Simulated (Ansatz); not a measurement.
[InMeH3]- (CH6In⁻), 8 atoms. Hardware: 2 threads of Arm Neoverse V2 on a shared host.

In the def2 sets In takes a core potential; there is no spin–orbit coupling. Correlated methods freeze 5 core orbitals; core or outer-core shells of In are correlated, in sets that lack core-valence functions.

(1) How many basis functions does each of these Ansatz runs have, and roughly what does it cost? PBE-D4/def2-TZVPD, charge 0 doublet, energy, from earlier orbitals; r2SCANh-D4/def2-TZVPD, charge -1 singlet, energy, from earlier orbitals; PBE0-D4/def2-TZVPD, charge -1 singlet, energy, from earlier orbitals; PBE-D4/def2-TZVPD, charge 0 doublet, relaxation, 11 steps; RPA@PBE/def2-TZVPD, charge -1 singlet, energy, from earlier orbitals; revPBE-D4/def2-TZVPD, charge -1 singlet, energy, from earlier orbitals; PBE0-D4/def2-TZVPD, charge -1 triplet at the geometry of the charge -1 singlet, energy; r2SCAN-D4/def2-TZVPD, charge -1 singlet, energy, from earlier orbitals; MP2/def2-TZVPD, charge -1 singlet, energy, from earlier orbitals; PBE0-D4/def2-SVPD, charge -1 singlet, energy, from earlier orbitals; PBE-D4/def2-TZVPD, charge -1 singlet, energy and forces, from earlier orbitals; PBE0-D4/def2-TZVPD, charge 0 doublet at the geometry of the charge -1 singlet, energy, from earlier orbitals.

## Answers

(1) Other jobs shared the machine, so times can vary by a factor of up to 3. A dash marks memory too small to be measured apart from the calling script's.

| run | functions | fitting or Cholesky vectors | wall time | peak host memory (GiB) |
| --- | --- | --- | --- | --- |
| PBE0-D4/def2-SVPD, charge -1 singlet, energy, from earlier orbitals | 100 | 968 | 1.2 s | – |
| MP2/def2-TZVPD, charge -1 singlet, energy, from earlier orbitals | 147 | 1199 | 1.5 s | – |
| revPBE-D4/def2-TZVPD, charge -1 singlet, energy, from earlier orbitals | 147 | 911 | 1.6 s | – |
| PBE-D4/def2-TZVPD, charge -1 singlet, energy and forces, from earlier orbitals | 147 | 911 | 1.9 s | – |
| PBE0-D4/def2-TZVPD, charge -1 singlet, energy, from earlier orbitals | 147 | 993 | 1.9 s | – |
| PBE-D4/def2-TZVPD, charge 0 doublet, energy, from earlier orbitals | 147 | 911 | 3 s | – |
| r2SCAN-D4/def2-TZVPD, charge -1 singlet, energy, from earlier orbitals | 147 | 911 | 3.1 s | – |
| r2SCANh-D4/def2-TZVPD, charge -1 singlet, energy, from earlier orbitals | 147 | 911 | 3.4 s | – |
| RPA@PBE/def2-TZVPD, charge -1 singlet, energy, from earlier orbitals | 147 | 1199 | 3.6 s | – |
| PBE0-D4/def2-TZVPD, charge 0 doublet at the geometry of the charge -1 singlet, energy, from earlier orbitals | 147 | 993 | 7.5 s | – |
| PBE0-D4/def2-TZVPD, charge -1 triplet at the geometry of the charge -1 singlet, energy | 147 | 993 | 8.5 s | – |
| PBE-D4/def2-TZVPD, charge 0 doublet, relaxation, 11 steps | 147 | 911 | 24 s | – |
